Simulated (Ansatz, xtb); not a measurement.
# C5H6OS2: 7 structures ranked

7 gas-phase structures of C5H6OS2, from a drawn sample of its isomers (lower ones may exist). Each was relaxed with GFN2-xTB; where two conformers were screened, the lower at r2SCAN-D4/def2-SVP is listed:

A. `CCC1=CSC(=S)O1`, a singlet
B. `O=C1CCSC(=S)C1`, a singlet
C. `CSc1ccc(O)s1`, a singlet
D. `COC1=CCC(=S)S1`, a singlet
E. `COc1sccc1S`, a singlet
F. `COc1ccc(S)s1`, a singlet
G. `CS/C=C1\SCC1=O`, a singlet

Problem. Estimate their order in r2SCAN-D4/def2-SVP energy at these geometries, lowest first.

Solution. Calculated order at r2SCAN-D4/def2-SVP: B (0.000), A (0.164), C (0.506), E (0.739), F (0.827), D (0.875), G (0.903) eV. Less than 1 kcal/mol parts D and G, so the order within that pair means little.

Energies above the lowest of each column, in eV; the last columns are at PBE-D3(BJ)/def2-SVP geometries and were run for some of them only (a dash: not run or not comparable):

```csv
structure,GFN2-xTB,HF/STO-3G,r2SCAN-D4/def2-SVP,PBE-D3(BJ)/def2-SVP,CCSD(T)/def2-SVP + ΔMP2/def2-TZVPP
B,0.408,0.402,0.000,0.000,0.000
A,0.000,0.000,0.164,0.153,0.182
C,0.556,0.432,0.506,0.432,0.256
E,0.408,0.475,0.739,–,–
F,0.545,0.387,0.827,–,–
D,0.655,0.809,0.875,–,–
G,1.171,0.924,0.903,–,–
```

CCSD(T)/def2-SVP + ΔMP2/def2-TZVPP puts B lowest of those it was run on; GFN2-xTB picks A, HF/STO-3G picks A. Some further structures that were screened fall inside this span and aren't listed. Flexible structures stand in one conformer each, not always the lowest. Frequencies (GFN2-xTB) were run for A, B, C alone. The ΔMP2 step shifts differences by up to 0.311 eV, which makes them less sure. ΔMP2 is the change of the MP2 energy from the smaller to the larger basis.

Over these structures GFN2-xTB departs from r2SCAN-D4/def2-SVP by 0.241 eV on average once a common shift is removed. A GFN2-xTB relaxation took about 0.075 s and the r2SCAN-D4/def2-SVP energy about 2.4 s on a shared host (Ansatz 0.2.0, xtb 6.7.1).
